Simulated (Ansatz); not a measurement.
A nudged elastic band was laid between two geometries of BFH₄OSi (8 atoms, charge 0, multiplicity 1).

The calculation used Ansatz 0.2.0, RKS BLYP-D4/def2-SVP.

```yaml
movable_images: 7
climbing_image: yes
spring: 5.0 eV/Å²
optimiser: quadratic models (default)
start_path: IDPP
force_threshold: 0.05 eV/Å
iteration_limit: 60
end_points: relaxed
```

First end point:

```xyz
8
Properties=species:S:1:pos:R:3
B -0.830 1.361 -0.165
O -0.056 0.458 0.499
Si 0.683 -1.025 0.225
F 0.350 -1.547 -1.288
H -1.165 1.155 -1.317
H -1.161 2.362 0.439
H 2.154 -0.825 0.350
H 0.117 -1.996 1.202
```

Last end point:

```xyz
8
Properties=species:S:1:pos:R:3
B -1.003 1.174 0.332
O 0.206 0.705 -0.088
Si 0.841 -0.852 -0.234
F 0.947 -1.185 -1.828
H -1.852 0.401 0.744
H -1.190 2.373 0.285
H 2.216 -0.826 0.335
H -0.073 -1.848 0.399
```

(1) Which bonds break or form, and what moves?

(2) Give the energies along the band, and the barrier.

(3) What is the geometry of the highest image?

Results:

(1) No bond is made or broken. The dihedral B1–O2–Si3–F4 goes from -1 to 109°.

(2) It converged. The highest image is number 4 of 0 to 8, 2.2 kJ/mol above the first end and 1.9 kJ/mol above the last; the last end lies 0.3 kJ/mol above the first. A vibrational analysis at the climbing image gives one clearly imaginary mode, 82i cm⁻¹: a first-order saddle point.

```tsv
image	path coordinate (Å)	energy (kJ/mol)	dihedral B1–O2–Si3–F4 (°)
0	0.00	0.0	-1
1	0.34	0.3	14
2	0.67	1.0	29
3	1.01	1.7	42
4	1.34	2.2	56
5	1.68	2.0	68
6	2.02	1.3	81
7	2.37	0.6	95
8	2.71	0.3	109
```

(3) 
```xyz
8
Properties=species:S:1:pos:R:3:forces:R:3
B -0.948 1.254 0.033 0.00 0.00 0.00
O 0.231 0.637 0.337 0.00 0.00 0.00
Si 0.807 -0.924 0.053 0.00 0.01 -0.01
F 0.723 -1.237 -1.548 0.00 0.00 0.00
H -1.821 0.654 -0.571 0.00 0.00 0.00
H -1.087 2.405 0.393 0.00 0.00 0.00
H 2.234 -0.932 0.472 0.00 -0.01 0.00
H -0.047 -1.913 0.774 0.00 0.00 0.00
```

Time of the run: 5.4 min on 1 thread of Arm Neoverse N1, on a shared host, peak memory 0.25 GiB.
